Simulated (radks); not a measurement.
Values are calculated unless marked as measured or tabulated.
Bi3+, 80 electrons, occupied as [Xe] 4f14 5d9.5 6s2 6d0.5 (fractional occupations, a model configuration). Level of theory: scalar-relativistic Kohn-Sham, BP86, spin-unpolarised, spherical densities, finite nucleus; Fermi nuclear charge, rms radius 5.5211 fm (a radial shooting solver on a logarithmic mesh with Libxc functionals).

Unscreened Slater integrals over Kohn-Sham orbitals (eV).

| integral | value |
|---|---|
| F0(6d,6d) | 6.9968 |
| F2(6d,6d) | 3.8248 |
| F4(6d,6d) | 2.5991 |
| F0(6d,6s) | 8.3577 |
| G2(6d,6s) | 1.8023 |
| F0(6d,5d) | 8.8776 |
| F2(6d,5d) | 1.9916 |
| F4(6d,5d) | 0.87114 |
| G0(6d,5d) | 0.43446 |
| G2(6d,5d) | 0.55770 |
| G4(6d,5d) | 0.46391 |
| F0(6d,5p) | 9.0666 |
| F2(6d,5p) | 1.6001 |
| G1(6d,5p) | 0.77728 |
| G3(6d,5p) | 0.55958 |
| F0(6s,6s) | 12.371 |
| F0(6s,5d) | 14.510 |
| G2(6s,5d) | 3.0325 |
| F0(6s,5p) | 15.108 |
| G1(6s,5p) | 1.2528 |
| F0(5d,5d) | 20.368 |
| F2(5d,5d) | 10.721 |
| F4(5d,5d) | 7.1939 |
| F0(5d,5p) | 22.584 |
| F2(5d,5p) | 11.517 |
| G1(5d,5p) | 14.099 |
| G3(5d,5p) | 8.8030 |
| F0(5p,5p) | 25.891 |
| F2(5p,5p) | 13.983 |

Derived for the open shells (J is the average intra-shell exchange parameter used in DFT+U). 5d: Racah B = F2/49 - 5 F4/441 = 0.1372 eV, C = 35 F4/441 = 0.5709 eV, C/B = 4.16, F4/F2 = 0.671, J = (F2 + F4)/14 = 1.280 eV. 6d: Racah B = F2/49 - 5 F4/441 = 0.04859 eV, C = 35 F4/441 = 0.2063 eV, C/B = 4.25, F4/F2 = 0.680, J = (F2 + F4)/14 = 0.4588 eV.
